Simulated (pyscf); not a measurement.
Optimised with ωB97X-D3(BJ)/def2-SVP in PySCF.

### Question
F–N•–F + F–SiH₂–F -> F–NH–F + F–SiH•–F
Surface: doublet. Broken: H–Si. Formed: H–N. Give ΔE‡ and ΔE from PBE0-D3(BJ)/def2-TZVP, relative to the separated reactants.

### Answer
ΔE‡ = 23.4 kcal/mol, ΔE = +20.3 kcal/mol. ωB97M-D3(BJ)/def2-TZVP gives 27.7 kcal/mol and +21.8 kcal/mol. Zero-point energy shifts the barrier by -1.1 kcal/mol. It is a hydrogen abstraction, with an imaginary mode of 1798i cm⁻¹. This is the saddle that the search found; another between the same sides may lie lower. The angle at the transferred H is 157°.
